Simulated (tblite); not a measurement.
Isomers of C5H6NPS. All values are computed: GFN2-xTB (tblite) harmonic vibrations without scaling, gas phase. The method is semi-empirical: single wavenumbers can be off by several per cent or more. Modes of hydrogen on phosphorus can be 10 to 20 % off. One conformer each.

Electronic energies: GFN2-xTB at the same geometries; isomer energies are rough at this level and their order can be wrong.

```json
{"SMILES": "CSc1ncccp1", "electronic energy, lowest = 0 (kcal/mol)": "26.2"}
{"SMILES": "CSc1cncpc1", "electronic energy, lowest = 0 (kcal/mol)": "29.1"}
{"SMILES": "S=[PH2]c1ccccn1", "electronic energy, lowest = 0 (kcal/mol)": "0.0"}
```

Problem. How do GFN2-xTB zero-point energies change the relative energies?

Solution. 
| SMILES | ZPE (kcal/mol) | of it from modes above 1550 cm⁻¹ | electronic (kcal/mol) | with ZPE, lowest = 0 (kcal/mol) | lowest mode (cm⁻¹) | rings |
| --- | --- | --- | --- | --- | --- | --- |
| S=[PH2]c1ccccn1 | 60.0 | 28.5 | 0.0 | 0.0 | 39 | 1 |
| CSc1ncccp1 | 61.3 | 26.2 | 26.2 | 27.5 | 74 | 1 |
| CSc1cncpc1 | 61.3 | 26.1 | 29.1 | 30.4 | 40 | 1 |

The zero-point energies span 1.3 kcal/mol, from `S=[PH2]c1ccccn1` to `CSc1cncpc1`. The order is unchanged.

Problem. What do entropy and thermal enthalpy add at 298.15 K and 1 bar (rigid rotor, harmonic oscillator, one conformer each)?

Solution. 
| SMILES | point group | symmetry number | S (cal/(mol K)) | H − H(0) (kcal/mol) | ZPE + H − H(0) − TS (kcal/mol) |
| --- | --- | --- | --- | --- | --- |
| S=[PH2]c1ccccn1 | Cs | 1 | 90.0 | 5.52 | 38.7 |
| CSc1ncccp1 | Cs | 1 | 91.7 | 5.92 | 39.9 |
| CSc1cncpc1 | Cs | 1 | 91.4 | 5.83 | 39.9 |
